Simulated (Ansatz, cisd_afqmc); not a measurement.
Species: GeH4S, charge 0, singlet. GeH4S (SMILES [SH][GeH3]).
B3LYP-D3(BJ)/def2-TZVP minimum from Ansatz (a quantum-chemistry and plane-wave program):
```xyz
6

Ge    -0.6672     0.2139     0.1016
S      1.4204    -0.5268    -0.2555
H     -0.8834     1.5662    -0.5974
H     -1.5732    -0.8624    -0.5095
H     -0.9350     0.3570     1.6089
H      2.0157     0.5237     0.3342
```
Charge 0, spin multiplicity 1.

Total energies in def2-SVP, 14 correlated electrons, 19 frozen orbitals. Radicals and triplets start from unrestricted determinants; spin-orbit coupling is neglected. Correlated methods leave the cores frozen (noble-gas shells, and filled d and f shells in the p block). No relativity. AFQMC is phaseless with a CISD trial state; ± is one standard error, without the phaseless bias. Outlying blocks are dropped, and bars are widened where a walk drifts. Over all cases where full CI ran beside it in this data, AFQMC minus full CI had a median of +0.1 mEh and passed +0.4 mEh in a tenth of the cases.

The bar of a AFQMC/CISD walk is widened from 0.36 to 0.87 mEh, since its halves differ by 1.75 mEh.

| method | program | energy (Eh) | minus CCSDT(Q) (mEh) |
|---|---|---|---|
| HF | Ansatz | -2474.85155 | 283.40 |
| MP2 | Ansatz | -2475.08725 | 47.70 |
| CCSD | Ansatz | -2475.12688 | 8.07 |
| CCSD(T) | Ansatz | -2475.13366 | 1.29 |
| CCSDT(Q) | Ansatz | -2475.13495 | 0.00 |
| AFQMC/CISD | cisd_afqmc | -2475.1345 ± 0.0009 | 0.4 ± 0.9 |

Rough core times of Ansatz's runs on a shared machine: CCSD(T) under 20 s, CCSDT(Q) 40 s.
